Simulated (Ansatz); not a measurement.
Interaction energy ladder

The pair of K⁺ (SMILES [K+], atom 1) and AsH3 (SMILES [AsH3], atoms 2–5), both closed shells, in one local arrangement (a lower one may exist), relaxed at PBE0-D4/def2-TZVP:

```xyz
5
angstrom
K 0.0683 0.0323 -3.2109
As -0.0044 -0.0025 0.2183
H 1.2165 -0.3814 1.0207
H -0.3187 1.2479 1.0031
H -0.9616 -0.8963 0.9688
```

Program: Ansatz 0.2.0. Basis: def2-TZVPPD, with def2-QZVPPD for the basis limit. Cores are frozen in the correlated methods. Filled d shells of the heavier atoms are correlated. The outer core shell of Li, Na, Mg and K is correlated. The def2 sets are not built for correlating such inner shells, so the correlated values are less sure here. B3LYP uses VWN-RPA correlation. Extrapolation: Hartree–Fock as exp(−7.88 √X), correlation as X^−2.97. Interaction energies count from these two fragments, frozen as in the pair, with the counterpoise correction; negative means bound.

Q: What is the interaction energy by CCSD(T) at an estimated basis limit (MP2 extrapolated from triple and quadruple zeta, plus CCSD(T) − MP2 in triple zeta)? (Judge from chemistry; the value comes from the calculation.)

A: By the calculation: -10.28 kcal/mol. Hartree–Fock alone gives -9.11 kcal/mol at the basis limit. It counts from the two fragments frozen as in the pair.

The same quantity by other methods in triple zeta, and each one's difference from that estimate:
```json
{"method": "PBE-D4", "E_int (kcal/mol)": "-10.89", "difference": "-0.60"}
{"method": "revPBE-D4", "E_int (kcal/mol)": "-10.00", "difference": "0.28"}
{"method": "BLYP-D4", "E_int (kcal/mol)": "-10.03", "difference": "0.25"}
{"method": "r2SCAN-D4", "E_int (kcal/mol)": "-10.07", "difference": "0.21"}
{"method": "B97M-V", "E_int (kcal/mol)": "-9.95", "difference": "0.34"}
{"method": "PBE0-D4", "E_int (kcal/mol)": "-10.91", "difference": "-0.63"}
{"method": "B3LYP-D4", "E_int (kcal/mol)": "-10.39", "difference": "-0.10"}
{"method": "HSE06-D4", "E_int (kcal/mol)": "-10.94", "difference": "-0.66"}
{"method": "wB97X-V", "E_int (kcal/mol)": "-10.69", "difference": "-0.41"}
{"method": "wB97M-V", "E_int (kcal/mol)": "-10.22", "difference": "0.06"}
{"method": "B2PLYP", "E_int (kcal/mol)": "-9.74", "difference": "0.54"}
{"method": "HF", "E_int (kcal/mol)": "-9.08", "difference": "1.20"}
{"method": "MP2", "E_int (kcal/mol)": "-9.89", "difference": "0.39"}
{"method": "CCSD", "E_int (kcal/mol)": "-9.57", "difference": "0.71"}
{"method": "CCSD(T)", "E_int (kcal/mol)": "-9.63", "difference": "0.65"}
```
Differences are method less estimate.

Q: Which atoms make the shortest contact between the fragments?

A: K1 and As2, 3.43 Å apart.

Energy to bend the free fragments (PBE0-D4 minima) into their shapes in the pair, CCSD(T)/def2-TZVPPD: AsH3 0.39 kcal/mol. This must be added to the interaction energy to get the binding energy from relaxed fragments.

Basis-set superposition shift (counterpoise-corrected less uncorrected): CCSD(T) 0.54; MP2 0.54; HF 0.14; PBE0-D4 0.17; wB97M-V 0.21 kcal/mol.

T1 diagnostic: at most 0.012.

For scale, one of the runs: CCSD(T)/def2-TZVPPD, 141 basis functions, launched by `ansatz run in.yaml --threads 2 --pin off --events-out ev --progress --plain --max-ram 5222MiB`. The run took 29 s on 2 CPU threads of an Arm Neoverse N1 (shared host), with 0.81 GiB of host memory at its peak.
